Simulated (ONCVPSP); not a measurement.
# Configuration tests for Ga (Z = 31) (ONCV)

* Element: gallium
* Generator: ONCVPSP 4.0.1
* Type: optimised norm-conserving Vanderbilt (ONCV)
* Functional: PBE
* Relativity: fully relativistic
* Frozen core: [Ne]
* Valence charge: 21
* Reference configuration: 3s2 3p6 3d10 4s2 (charge +1)
* Partial waves: 3s+4s: rc 1.00 bohr, ncon 4, nbas 8, qcut 10.5 1/bohr, 2 projectors; 3p: rc 0.70 bohr, ncon 4, nbas 7, qcut 13.5 1/bohr, 3 projectors, debl 1.7 Ha; 3d: rc 1.35 bohr, ncon 3, nbas 8, qcut 10.2 1/bohr, 1 projector
* Local potential: polynomial inside 0.65 bohr (lpopt 5, dvloc0 6 Ha)
* Core correction: none

Open shells are filled in proportion to 2j + 1.

In the p channel the program set the typed energies aside and used -3.893, 0.250, 1.950 Ha (j = l + 1/2; the other j can differ).

Energies are relative to the spin-unpolarised reference configuration 3s2 3p6 3d10 4s2; without spin polarisation the order of configurations can differ from experiment.

Problem. Give the all-electron excitation energy and the error of the potential for: 3s2 3p6 3d10 4s2 4p1; 3s2 3p6 3d10 4s1; 3s2 3p6 3d10 4s0; 3s2 3p6 3d9 4s0.

Solution.

| valence configuration | charge | ΔE all-electron (eV) | error AE − PS (meV) |
| --- | --- | --- | --- |
| 3s2 3p6 3d10 4s2 4p1 | 0 | -5.690 | -0.2 |
| 3s2 3p6 3d10 4s1 | +2 | 21.129 | +0.7 |
| 3s2 3p6 3d10 4s0 | +3 | 52.400 | -2.0 |
| 3s2 3p6 3d9 4s0 | +4 | 116.275 | +13 |
